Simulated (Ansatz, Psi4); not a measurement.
The Psi4 input:
```
memory 2 GB

molecule mol {
0 3
  Te   -0.000000    0.000000   -0.000000
  Cl    1.505291   -1.911034   -0.165390
  Cl    1.914610    1.501592    0.157462
  Cl   -1.505101    1.917131   -0.067694
  Cl   -1.914799   -1.507689    0.075622
}

set basis sto-3g
set reference uks
set scf_type pk
set puream true
set d_convergence 1e-8
set dft_radial_points 99
set dft_spherical_points 590

energy('revpbe')
print_variables()
```

**Question.** Write the same job for Ansatz (an electronic-structure program).

**Answer.** One answer among several that fit: 
Ansatz 0.2 input:
```yaml
crystal:
  periodic: [false, false, false]
  atoms:
    - {symbol: Te, position_ang: [-0.00000000, 0.00000000, -0.00000000]}
    - {symbol: Cl, position_ang: [1.50529057, -1.91103356, -0.16539007]}
    - {symbol: Cl, position_ang: [1.91460967, 1.50159192, 0.15746220]}
    - {symbol: Cl, position_ang: [-1.50510087, 1.91713111, -0.06769397]}
    - {symbol: Cl, position_ang: [-1.91479936, -1.50768947, 0.07562184]}
basis:
  gaussian:
    orbitals: STO-3G
hamiltonian:
  xc: revpbe
magnetization: {spin_polarized: true, initial_magnetization: 2}
accuracy: high
```

Both were run: Psi4 gave -8369.296214 Eh and Ansatz -8369.296290 Eh, 0.076 mEh apart.
